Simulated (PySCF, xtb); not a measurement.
CH3FO2Si, SMILES O=CO[SiH2]F. Other conformers were not sampled.

Harmonic wavenumbers (cm⁻¹) from GFN2-xTB (xtb) at its own minimum, in rising order: 50, 106, 224, 229, 536, 604, 682, 722, 752, 763, 867, 948, 1206, 1353, 1787, 2393, 2411, 2828.

Q: What does PySCF with PBE0-D3(BJ)/def2-SVP give at its own minimum? (The exact figures need the calculation; the answer reports its results.)

A: 100, 113, 254, 261, 695, 699, 745, 816, 890, 933, 977, 1060, 1272, 1391, 1852, 2313, 2331, 3085. Paired by order, the mean absolute difference is 91 cm⁻¹ and the zero-point energies are 26.4 and 28.3 kcal/mol.
